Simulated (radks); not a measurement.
The numbers below are computed, except where a source is named.
Question: The fluorine anion F-, [Ne], held by a Watson sphere: a shell of charge +1 at radius R that stands for the Madelung well of a crystal (potential energy -1/R inside, -1/r outside, in hartree with lengths in bohr). Code: a radial shooting solver on a logarithmic mesh with Libxc functionals. Model: non-relativistic Kohn-Sham, LDA (Slater exchange, Perdew-Wang correlation), spin-unpolarised, spherical densities, point nucleus. Response by self-consistent Sternheimer equations with the Hartree and adiabatic LDA kernel. The sphere does not respond.

| R (bohr) | e(1s) (eV) | e(2s) (eV) | e(2p) (eV) | <r> 2p (bohr) | sum of <r^2> (bohr^2) | X-ray form factor at sin(theta)/lambda = 0.1 1/angstrom | alpha (bohr^3) |
|---|---|---|---|---|---|---|---|
| 1.59 | -654.08 | -28.699 | -10.557 | 1.182 | 14.01 | 9.063 | 6.140 |
| 2.03 | -653.52 | -27.112 | -9.189 | 1.222 | 15.05 | 9.006 | 7.909 |
| 2.18 | -653.27 | -26.644 | -8.763 | 1.233 | 15.36 | 8.990 | 8.560 |
| 2.39 | -652.90 | -26.045 | -8.205 | 1.247 | 15.74 | 8.971 | 9.499 |
| 3.25 | -651.42 | -24.137 | -6.352 | 1.284 | 16.94 | 8.917 | 13.49 |

Estimate the row for R = 2.11 bohr.

Answer: e(1s) (eV) -653.39; e(2s) (eV) -26.858; e(2p) (eV) -8.959; <r> 2p (bohr) 1.228; sum of <r^2> (bohr^2) 15.22; X-ray form factor at sin(theta)/lambda = 0.1 1/angstrom 8.998; alpha (bohr^3) 8.254.
